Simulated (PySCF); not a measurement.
C2H7Si, charge +1, multiplicity 1. Atoms are numbered in the order given.

```xyz
10

C     -1.5814     0.5267     0.2574
Si    -0.0491    -0.3285    -0.2266
C      1.6413     0.2762     0.0742
H     -2.2042     0.6893    -0.6427
H     -2.1750    -0.1400     0.9115
H     -1.4041     1.4847     0.7659
H     -0.1899    -1.6283    -0.9250
H      2.1725     0.3577    -0.8932
H      2.1987    -0.4833     0.6548
H      1.6723     1.2418     0.5979
```
Charge +1, spin multiplicity 1.

Geometry: PBE0-D3(BJ)/def2-SVP. The multiplicity is an assumed one; other spin states were not compared. The isomer is the one that the SMILES or the coordinates give; other isomers of the formula were not compared.

Method: TDDFT-B3LYP/def2-SVPD in PySCF.

Vertical excitations. Gas-phase values at a fixed geometry.

| state | energy (eV) | λ (nm) | f | main pairs |
|---|---|---|---|---|
| S1 | 5.34 | 232 | 0.000 | HOMO→LUMO 99 % |
| S2 | 5.50 | 225 | 0.001 | HOMO−1→LUMO 100 % |
| S3 | 7.08 | 175 | 0.000 | HOMO−3→LUMO 100 % |
| S4 | 7.31 | 170 | 0.107 | HOMO−2→LUMO 96 % |
| S5 | 7.67 | 162 | 0.003 | HOMO−5→LUMO 99 % |
| S6 | 7.74 | 160 | 0.010 | HOMO−4→LUMO 97 % |
| S7 | 9.08 | 137 | 0.258 | HOMO→LUMO+1 92 % |
| S8 | 9.28 | 134 | 0.057 | HOMO−1→LUMO+1 95 % |
| S9 | 10.05 | 123 | 0.012 | HOMO→LUMO+2 96 % |
| S10 | 10.12 | 123 | 0.017 | HOMO→LUMO+3 79 % |
| T1 | 4.89 | 254 | 0 | HOMO→LUMO 99 % |
| T2 | 5.06 | 245 | 0 | HOMO−1→LUMO 98 % |
| T3 | 6.66 | 186 | 0 | HOMO−2→LUMO 99 % |
| T4 | 6.89 | 180 | 0 | HOMO−4→LUMO 99 % |
Triplets are in the Tamm–Dancoff approximation, which puts them higher than full response would, so one can lie above its singlet here.
